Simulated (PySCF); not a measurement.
HOP, SMILES P=O.

Geometry: TPSSh-D3(BJ)/def2-TZVPD.

Computed with PySCF with TDDFT-PBE/def2-TZVPD.

Vertical excitations. The molecule is in vacuum. State labels are in the subgroup Cs.

| state | symmetry | energy (eV) | λ (nm) | f | main pairs |
|---|---|---|---|---|---|
| S1 | A" | 2.30 | 538 | 0.003 | HOMO→LUMO 100 % |
| S2 | A" | 5.19 | 239 | 0.007 | HOMO−1→LUMO 99 % |
| S3 | A' | 5.64 | 220 | 0.010 | HOMO→LUMO+1 95 % |
| S4 | A" | 6.31 | 196 | 0.000 | HOMO−3→LUMO 100 % |
| S5 | A' | 6.32 | 196 | 0.096 | HOMO→LUMO+2 93 % |
| S6 | A' | 6.79 | 183 | 0.053 | HOMO−2→LUMO 79 % |
| S7 | A' | 7.71 | 161 | 0.066 | HOMO→LUMO+3 78 % |
| S8 | A' | 8.03 | 154 | 0.032 | HOMO→LUMO+4 95 % |
| S9 | A" | 8.15 | 152 | 0.002 | HOMO→LUMO+5 97 % |
| S10 | A' | 8.41 | 147 | 0.011 | HOMO→LUMO+7 98 % |
| T1 | A" | 1.44 | 862 | 0 | HOMO→LUMO 99 % |
| T2 | A' | 4.20 | 295 | 0 | HOMO−2→LUMO 99 % |
| T3 | A" | 4.29 | 289 | 0 | HOMO−1→LUMO 99 % |
| T4 | A' | 5.00 | 248 | 0 | HOMO→LUMO+1 98 % |
Triplets are in the Tamm–Dancoff approximation, which puts them higher than full response would, so one can lie above its singlet here.
